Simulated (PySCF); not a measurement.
Dipole moment and polarisability of `O=C(O)c1ccccc1`

Species: C7H6O2.
Geometry (GFN2-xTB, Å), atoms numbered from 1 in this order:
```
atom  x, y, z in Å
O1     2.6014   -1.4133    0.0590
C2     2.0541   -0.3417   -0.0276
O3     2.7508    0.8002   -0.1558
C4     0.5896   -0.1398   -0.0054
C5    -0.2314   -1.2581    0.1270
C6    -1.6042   -1.1078    0.1524
C7    -2.1638    0.1561    0.0460
C8    -1.3502    1.2705   -0.0863
C9     0.0245    1.1287   -0.1125
H10    3.7000    0.6019   -0.1636
H11    0.2292   -2.2312    0.2082
H12   -2.2407   -1.9738    0.2551
H13   -3.2373    0.2732    0.0657
H14   -1.7916    2.2526   -0.1687
H15    0.6652    1.9905   -0.2153
```

Level: B3LYP/def2-SVPD (PySCF), static field, nuclei fixed, core orbitals frozen in the response. The polarisability tensor in these axes (au):

```
x   117.90  -3.14  -1.64
y    -3.14  94.28  -4.15
z    -1.64  -4.15  50.92
```

Q: Diagonalise the tensor; give its mean and Δα, where Δα² is half the sum of the squared differences of the eigenvalues.

A: Principal values 50.47, 94.30 and 118.33 au; mean 87.70 au = 13.00 Å³ = 14.46 × 10⁻⁴⁰ C²·m²/J; Δα = 59.59 au (68 % of the mean).

Q: What is the dipole moment, and where does it point?

A: (-1.43, 1.67, -0.12) D, 2.20 D in size, pointing from the negative to the positive side. Measured along this direction, the outermost atoms are O1 at the negative end and H14 at the positive end.

Q: What are the principal values of the traceless quadrupole moment, Θ = ½Σq(3rr − r²1), about the centre of nuclear charge?

A: -6.80, -6.14, 12.94 D·Å. The values depend on the origin, since the dipole doesn't vanish. The electronic extent ⟨r²⟩ about the same centre is 1168 bohr², a root-mean-square distance of 2.26 Å for the 64 electrons.

Q: Along which axes do the principal values lie, and how far do the nuclei extend along each?

A: Largest value along (0.99, -0.13, -0.02), where the nuclei span 6.84 Å; middle along (0.12, 0.99, -0.10), 4.32 Å; least along (0.03, 0.10, 0.99), 0.00 Å. The response follows the extents in order.

Q: What depolarisation ratio follows for Rayleigh scattering of linearly polarised light, taking the static tensor?

A: ρ = 3Δα²/(45ᾱ² + 4Δα²) = 10654.6/(346088 + 14206.1) = 0.0296.

Q: In a dilute gas of rigid molecules at 298 K, how does the orientational term μ²/3kT compare with the electronic polarisability?

A: In Gaussian units μ²/3kT = 39.20 Å³ against 13.00 Å³, a ratio of 3.02; the Debye molar polarisation (4π/3)N_A(α + μ²/3kT) is 131.7 cm³/mol, leaving out the vibrational part.

Q: Refractivity n − 1 of an ideal gas of it at 298.15 K and 1 atm, from the electronic α?

A: N = p/kT = 2.4615 × 10¹⁹ cm⁻³, so n − 1 = 2π × N × 13.00 × 10⁻²⁴ cm³ = 2010 × 10⁻⁶ at long wavelengths.

The structure is a single GFN2-xTB conformer in the gas phase; no vibrational or solvent corrections.
